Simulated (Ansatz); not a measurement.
## Molecular dynamics of BCl2H2N

input.yaml

```yaml
crystal:
  periodic: [false, false, false]
  atoms:
    - { symbol: B, position_ang: [0.4325, 0.4037, 0.2384] }
    - { symbol: Cl, position_ang: [1.1821, -1.5143, -0.4463] }
    - { symbol: "N", position_ang: [-0.8316, 0.1146, -0.0952] }
    - { symbol: H, position_ang: [-0.5236, -1.0966, -0.5621] }
    - { symbol: Cl, position_ang: [1.4633, 1.5217, 0.9007] }
    - { symbol: H, position_ang: [-1.7226, 0.5709, -0.0355] }
magnetization:
  spin_polarized: true
basis:
  gaussian: { orbitals: STO-3G }
hamiltonian:
  xc: pbe
  dispersion: d4
md:
  timestep: 0.5
  n_steps: 150
  ensemble: nve
  temperature: 1000.0
  initial_velocities: maxwell_boltzmann
  seed: 878362
```

Command:

```bash
$ ansatz run input.yaml --threads 1 --pin off --max-ram 2048MiB --backend cpu --events-out ev --progress --plain --runs-dir out
```

It starts from a rough guess of a transition structure, not a stationary point.

Output, in part (step lines, the closing report, with atoms numbered from 0):

```
md step     0: t =     0.00 fs  T =  1000.0 K  F+E_penalty+E_count = -26930.46464033 eV  E_kin = 0.517040 eV  conserved = -26929.94760034 eV  (24 SCF iters)
[... lines left out ...]
Total energy: -26932.20959362 eV, -989.7404472581 hartree
Atom 0 at     0.341481     0.072295     0.062768 Å, force     7.043765    -0.864982     0.675973 eV/Å
Atom 1 at     1.323274    -1.397581    -0.363892 Å, force    -0.781606     0.236063    -0.305748 eV/Å
Atom 2 at    -0.939597     0.299066    -0.046644 Å, force    -4.855172    -4.199757    -4.486731 eV/Å
Atom 3 at    -1.793621    -0.213108    -0.498935 Å, force     2.097961     0.282687     0.566264 eV/Å
Atom 4 at     1.416202     1.397396     0.834215 Å, force    -0.966384    -0.616307    -0.282618 eV/Å
Atom 5 at    -1.284299     0.944930     0.550144 Å, force    -2.538564     5.162296     3.832861 eV/Å
Dipole moment:    -0.961077     0.047509    -0.064589 e Å
```

The steps, from the saved trajectory:

| time (fs) | T (K) | potential energy less start (eV) | conserved less start (meV/atom) |
| --- | --- | --- | --- |
| 0.0 | 1000 | 0.000 | 0.00 |
| 2.5 | 1688 | -0.358 | -0.36 |
| 5.0 | 2096 | -0.575 | -1.39 |
| 7.5 | 3761 | -1.447 | -3.30 |
| 10.0 | 3253 | -1.166 | -0.17 |
| 12.5 | 4106 | -1.609 | -0.54 |
| 15.0 | 4191 | -1.659 | -1.45 |
| 17.5 | 4531 | -1.845 | -3.16 |
| 20.0 | 2414 | -0.732 | -0.10 |
| 22.5 | 2449 | -0.752 | -0.45 |
| 25.0 | 2607 | -0.831 | 0.01 |
| 27.5 | 3098 | -1.093 | -1.35 |
| 30.0 | 2823 | -0.946 | -0.53 |
| 32.5 | 3943 | -1.530 | -1.35 |
| 35.0 | 4696 | -1.917 | -1.01 |
| 37.5 | 3553 | -1.318 | 0.25 |
| 40.0 | 2605 | -0.834 | -0.59 |
| 42.5 | 2210 | -0.635 | -1.57 |
| 45.0 | 2723 | -0.909 | -3.05 |
| 47.5 | 2119 | -0.586 | -1.20 |
| 50.0 | 1252 | -0.130 | 0.08 |
| 52.5 | 2268 | -0.663 | -1.32 |
| 55.0 | 3971 | -1.545 | -1.51 |
| 57.5 | 4350 | -1.744 | -2.01 |
| 60.0 | 1979 | -0.506 | 0.09 |
| 62.5 | 2100 | -0.572 | -0.51 |
| 65.0 | 2495 | -0.782 | -1.46 |
| 67.5 | 3826 | -1.481 | -3.24 |
| 70.0 | 2139 | -0.590 | -0.20 |
| 72.5 | 2419 | -0.730 | 0.63 |
| 75.0 | 4318 | -1.745 | -4.94 |

All steps were run. The conserved energy wandered by up to 5.4 meV per atom (net -4.9 meV per atom), which is poor conservation. The system heated up, since it started high on the potential surface and ran downhill. A run of 0.075 ps of so small a system gives no equilibrium averages. The orbitals stay closed-shell, which can raise the energy where a bond breaks towards radicals; this wasn't checked here. Limits of this set-up: minimal basis.

The step under study would form Cl2–H4 and break B1–Cl2, N3–H4. These pairs go: Cl2–H4 1.76 → 3.34 Å, B1–Cl2 2.17 → 1.82 Å, N3–H4 1.33 → 1.09 Å. In the last frame they stand as before the step (other bonds may differ from the relaxed reactants and products). It ends as one piece, BCl2H2N. Pairs count as bonded within 1.25 times the sum of covalent radii (0.12 Å more for H–H).

Last frame:

```xyz
6
Properties=species:S:1:pos:R:3
B 0.342 0.072 0.063
Cl 1.323 -1.398 -0.364
N -0.940 0.299 -0.047
H -1.794 -0.213 -0.499
Cl 1.416 1.397 0.834
H -1.284 0.945 0.550
```

Run time: 4.2 min on 1 thread of Arm Neoverse V1, on a shared host, peak memory 0.097 GiB.
